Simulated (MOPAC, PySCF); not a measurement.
H$_{3}$BrSi, SMILES `[SiH3]Br`, neutral singlet in the gas phase. 

Z-matrix (Å, degrees):
```
Si
H 1 1.4755
H 1 1.4755 2 110.59
H 1 1.4755 2 110.59 3 -122.85
Br 1 2.2352 2 108.33 4 -118.58
```
Charge 0, spin multiplicity 1.

All levels are single points at this geometry (B3LYP-D3(BJ)/def2-TZVP); Pople sets use spherical d functions. Orbital energies aren't observables, and empty levels follow the basis.

BP86/6-31G* in PySCF gives dipole (D) = 1.65.

Problem. Estimate the dipole (D) from each of these levels: B3LYP-D3(BJ)/def2-TZVP in PySCF; B3LYP/3-21G in PySCF; B3LYP/LANL2DZ in PySCF; PBE/6-31G* in PySCF; SVWN5/6-31G* in PySCF; PM3 in MOPAC; PM6 in MOPAC; PM7 in MOPAC.

Solution. 
```json
[
 {"level": "B3LYP-D3(BJ)/def2-TZVP in PySCF", "dipole (D)": "1.37"},
 {"level": "B3LYP/3-21G in PySCF", "dipole (D)": "1.78"},
 {"level": "B3LYP/LANL2DZ in PySCF", "dipole (D)": "2.18"},
 {"level": "PBE/6-31G* in PySCF", "dipole (D)": "1.63"},
 {"level": "SVWN5/6-31G* in PySCF", "dipole (D)": "1.71"},
 {"level": "PM3 in MOPAC", "dipole (D)": "2.90"},
 {"level": "PM6 in MOPAC", "dipole (D)": "1.70"},
 {"level": "PM7 in MOPAC", "dipole (D)": "2.02"}
]
```
